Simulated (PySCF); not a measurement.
Isomers of C7H9N, one GFN2-xTB conformer each. Single-point energies are computed at PBE0/pcSseg-1 (PySCF, gas phase, no added dispersion term), electronic only.

Problem. Rank them by PBE0/pcSseg-1 energy, lowest first (kJ/mol).
A. `[H]/[N:4]=[C:3](/[C:2]#[CH:1])[C@H:5]([CH3:6])[CH:7]=[CH2:8]` with C2–C3–C5–C6 -78°, C3–C5–C7–C8 99°
B. `C/N=C1/CC[C@@H]1C#C`
C. `[CH:1]#[C:2][C@H:3]1[CH2:4][CH2:5][CH2:6][CH:7]=[N:8]1` with C2–C3–C4–C5 73°, C3–C4–C5–C6 61°, C4–C5–C6–C7 -43°, C5–C6–C7–N8 14°
D. o-toluidine (`Cc1ccccc1N`)

Solution. D (0.0), C (272.0), B (346.3), A (346.4).

As drawn, the lowest has an aromatic ring, which the highest lacks; the highest has a C≡C bond, a C=N bond and a C=C bond outside aromatic rings, which the lowest lacks. Neighbours under 10 kJ/mol apart (C#C[C@H]1CC/C1=N/C and [H]/N=C(/C#C)[C@H](C)C=C) can change places with a better method, another conformer or zero-point energy. GFN2-xTB itself gives, in the same order: 0.0, 185.3, 236.7, 322.7. Both levels put the same isomer lowest; measured from each level's own lowest isomer, the values differ by up to 109.6 kJ/mol (C#C[C@H]1CC/C1=N/C: 236.7 against 346.3).

Problem. Which frontier levels, dipoles and rotational constants go with these structures?

Solution. 
| SMILES | HOMO (eV, PBE0/pcSseg-1) | LUMO (eV) | dipole (D) | A, B, C (MHz) |
| --- | --- | --- | --- | --- |
| Cc1ccccc1N | -5.81 | 0.17 | 1.84 | 3259, 2224, 1334 |
| C#C[C@H]1CCCC=N1 | -6.86 | -0.07 | 2.42 | 3508, 1793, 1553 |
| C#C[C@H]1CC/C1=N/C | -6.73 | -0.13 | 1.23 | 2413, 2173, 1253 |
| [H]/N=C(/C#C)[C@H](C)C=C | -7.63 | -1.09 | 2.34 | 4105, 1354, 1156 |
